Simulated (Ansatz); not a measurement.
`[SH][AlH][Br]`. Total charge 0; spin multiplicity 1.

**Question.** What are the harmonic wavenumbers in cm⁻¹ at PBE0-D4/def2-TZVP (Ansatz, finite differences of forces, unscaled)? (Best estimate.)

**Answer.** Ansatz gave: 126, 272, 384, 457, 524, 569, 710, 1992, 2708.

**Question.** Is this a minimum?

**Answer.** Yes, all 9 modes are real.

**Question.** Give the ideal-gas thermochemistry at 298.15 K and 1 bar (rigid rotor, harmonic oscillator; point group Cs, symmetry number 1).

**Answer.** Zero-point energy 46.3 kJ/mol; H(298) − E = 62.1 kJ/mol; entropy 315.6 J/(mol·K), of which translation 170.6, rotation 112.4, vibration 32.6; G(298) − E = -32.0 kJ/mol.
